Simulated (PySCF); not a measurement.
# Where the electron goes

Species: [BF3(PMe3)], C3H9BF3P.
Z-matrix (Å and degrees, PBE0-D3(BJ)/def2-SVP geometry), rows numbered from 1:
```
C 
P   1  1.8148
C   2  1.8152  1  106.78
C   2  1.8150  1  106.65  3   113.85
B   2  2.0572  1  111.50  3  -123.49
F   5  1.3733  2  104.33  1    57.27
F   5  1.3730  2  104.98  1   177.50
F   5  1.3744  2  104.13  1   -62.45
H   1  1.0997  2  112.42  3   -56.82
H   1  1.0996  2  108.30  3  -178.34
H   1  1.0996  2  108.34  3    64.82
H   3  1.0997  2  108.37  1   178.74
H   3  1.0998  2  112.35  1    57.26
H   3  1.0996  2  108.43  1   -64.29
H   4  1.0995  2  108.44  1  -178.40
H   4  1.0996  2  108.23  1    64.68
H   4  1.0998  2  112.37  1   -56.79
```

The calculation used TDDFT CAM-B3LYP/def2-SVPD, vertical, gas phase, core orbitals frozen in the response (PySCF).

Frontier orbitals with the atoms that hold most of them (Löwdin shares over 4%, at most four atoms; ? is withheld):

| orbital | ε (eV) | atoms |
| --- | --- | --- |
| HOMO-3 | -11.94 | C3 28%, P2 20%, C4 11%, C1 10% |
| HOMO-2 | -11.93 | C1 23%, C4 22%, P2 20%, H15 5% |
| HOMO-1 | -11.71 | F8 33%, F7 33%, F6 33% |
| HOMO | -9.43 | ? |
| LUMO | 0.71 | ? |
| LUMO+1 | 1.54 | C3 18%, H13 12%, C1 9%, H12 8% |
| LUMO+2 | 1.54 | C4 16%, C1 12%, H17 11%, H9 8% |

(1) Which atoms hold the HOMO, and with what shares?

(2) Which atoms hold the LUMO, and with what shares?

Answers

(1) P2 (bonded to B and 3 C) 32%; B5 (bonded to 3 F and P) 12%; F6 (bonded to B) 11%; F8 (bonded to B) 11%. By element: phosphorus 32%, fluorine 21% or more, boron 12%.

(2) C3 (bonded to P and 3 H) 14%; C4 (bonded to P and 3 H) 14%; C1 (bonded to P and 3 H) 13%; H13 (bonded to C) 8%. By element: carbon 41%, hydrogen 8% or more.

Within 0.005 eV of a neighbour in this list lie LUMO+1/LUMO+2.

Q: The HOMO–LUMO gap is 10.14 eV. Where does the response calculation put the lowest singlet, and from which orbitals?

A: S1 is at 7.56 eV (f = 0.0068), 2.59 eV below the gap, made of HOMO→LUMO (96%). Without the coupling terms of the response equations the lowest excitation would equal the gap.

Next come S2 at 8.03 eV (f 0.061), HOMO→LUMO+1/LUMO+2 (≥78%), HOMO→LUMO+7 (9%); S3 at 8.04 eV (f 0.061), HOMO→LUMO+1/LUMO+2 (≥78%), HOMO→LUMO+8 (9%); S4 at 8.82 eV (f 0.212), HOMO→LUMO+3 (97%); S5 at 9.09 eV (f 0.0008), HOMO→LUMO+5 (80%), HOMO→LUMO+1/LUMO+2 (≥12%).

Orbitals of the list HOMO-3 to LUMO+2 that lie within 0.01 eV of each other are written together with a slash and their weights summed (≥ marks a lower bound); for degenerate orbitals outside that list single weights are arbitrary.

The run took 84 s (with the writing of density and orbital grids) on Arm Neoverse V1, one thread (shared host), and the process peaked at 1.1 GiB of memory.
